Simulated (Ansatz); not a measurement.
Input file for C3H11BSi (`CB[SiH2]CC`):

```yaml
crystal:
  periodic: [false, false, false]
  atoms:
    - {symbol: C, position_ang: [-0.067641, 2.263873, 0.242190]}
    - {symbol: B, position_ang: [0.769163, 1.239358, 1.057311]}
    - {symbol: Si, position_ang: [1.159389, -0.654514, 0.473642]}
    - {symbol: C, position_ang: [0.048572, -1.289738, -0.910393]}
    - {symbol: C, position_ang: [-1.411370, -1.422597, -0.486070]}
    - {symbol: H, position_ang: [-0.635754, 2.961253, 0.864669]}
    - {symbol: H, position_ang: [0.693351, 2.890418, -0.255399]}
    - {symbol: H, position_ang: [-0.707804, 1.860172, -0.543777]}
    - {symbol: H, position_ang: [1.296030, 1.631189, 2.064386]}
    - {symbol: H, position_ang: [2.589938, -0.685076, 0.030324]}
    - {symbol: H, position_ang: [1.058847, -1.583630, 1.641034]}
    - {symbol: H, position_ang: [0.432133, -2.254791, -1.256646]}
    - {symbol: H, position_ang: [0.137103, -0.606808, -1.762836]}
    - {symbol: H, position_ang: [-2.041890, -1.778320, -1.305294]}
    - {symbol: H, position_ang: [-1.520940, -2.127780, 0.342126]}
    - {symbol: H, position_ang: [-1.822026, -0.465711, -0.150967]}
basis:
  gaussian: {orbitals: def2-TZVPP}
correlation: {method: ccsd_t}
```

```sh
$ ansatz run in.yaml --threads 4 --pin off --events-out ev --progress --plain --max-ram 10444MiB
```

Output of Ansatz, abridged:

```
Functional definition: HF
1823 factors; integrals over basis functions are off by at most 9.3e-4 eV
mean field evaluation 1: about -11796.1049 eV, gradient 3.9e1 eV
mean field evaluation 2: about -11796.3113 eV, gradient 3.9e1 eV
mean field evaluation 4: about -11800.7439 eV, gradient 4.1e0 eV
mean field evaluation 8: about -11800.8161 eV, gradient 2.2e-1 eV
mean field -11800.81638207 eV, -433.6720031604 hartree, gradient 6.0e-6 eV, S^2 0.000000; 0 other end points of the search recorded, 0 dependent functions left out
9 core orbitals not correlated: weight in the atoms' cores, before any rotation towards them, 1.000 or more for the frozen orbitals, at most 0.000 for the correlated occupied ones
reference -11800.81638207 eV, -433.6720031604 hartree; 15, 15 occupied and 296, 296 virtual orbitals, 1823 factors
second order -20.69155510 eV of doubles, -0.00000000 eV of singles
cycle   1  -22.00074312 eV  change    -1.3e0 eV  update   9.4e-2
cycle   2  -22.58917442 eV  change   -5.9e-1 eV  update   2.8e-2
cycle   3  -22.65636327 eV  change   -6.7e-2 eV  update   1.1e-2
cycle   4  -22.65066119 eV  change    5.7e-3 eV  update   3.2e-3
cycle   5  -22.65004847 eV  change    6.1e-4 eV  update   1.3e-3
cycle   6  -22.64982532 eV  change    2.2e-4 eV  update   4.3e-4
cycle   7  -22.64975301 eV  change    7.2e-5 eV  update   1.4e-4
cycle   8  -22.64978174 eV  change   -2.9e-5 eV  update   5.3e-5
cycle   9  -22.64978163 eV  change    1.1e-7 eV  update   1.8e-5
perturbative correction -0.84309313 eV, -0.0309831011 hartree
Total energy: -11824.30925683 eV, -434.5353503839 hartree
```

Run time 8.6 min (4 threads of an Intel Xeon Platinum 8375C on a shared host); peak host memory 4.7 GiB.

MP2 recovers 88.1 % of the CCSD(T) correlation energy and the triples give 3.6 %; T1 = 0.0106.
